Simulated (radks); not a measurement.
Spherical quantum dot in the effective-mass picture: electrons in a parabolic well V = omega^2 r^2 / 2 with omega = 1.39, with a point charge +2 (a donor) at the centre, all in effective atomic units (hartree* = m*/eps^2 hartree, bohr* = eps/m* bohr), one dielectric constant everywhere. Calculated with a radial shooting solver with Libxc functionals: non-relativistic Kohn-Sham, exchange-only LDA, spin-polarised, spherical densities. Levels are named by radial order and angular momentum (1s, 1p, 1d, 2s, ...), and open shells are averaged over m. Results are scaled to m* = 0.237 and eps = 17.4, for which hartree* = 21.3 meV and bohr* = 3.885 nm.

N = 29, configuration 1s2 1p6 1d10 2s2 1f(up 7, down 0) 2p(up 2, down 0). This is the lowest configuration that the search found. Occupied and some empty levels:

level    occupation  eigenvalue (meV)  <r> (nm)
1s up             1            319.93     3.551
1s down           1            321.69     3.496
1p up             3            345.91     6.687
1p down           3            348.41     6.620
2s up             1            352.26     6.876
2s down           1            354.80     6.833
1d up             5            362.19     7.910
1d down           5            365.01     7.859
1f up             7            379.05     8.747
2p up             2            380.40     7.536
1f down           0            382.08     8.721
2p down           0            383.14     7.584
3s up             0            392.14     7.900
3s down           0            394.49     7.958
1g up             0            397.04     9.421
1g down           0            400.17     9.419
2d up             0            402.05     8.440
2d down           0            404.59     8.493

Energy (meV): total 6419.55, kinetic 938.91, external 1628.4, Hartree 4167.3, exchange-correlation -315.07.

Electron density:

r (nm)  n(r) (e/nm^3)
0.315         0.07053
1.50          0.02343
2.69          0.01093
3.88         0.007905
5.07         0.007421
6.25         0.007288
7.44         0.006510
8.63         0.004823
9.81         0.002788
11.0         0.001203
12.2        0.0003788
13.4       0.00008682
14.6       0.00001433
15.8        1.720e-06
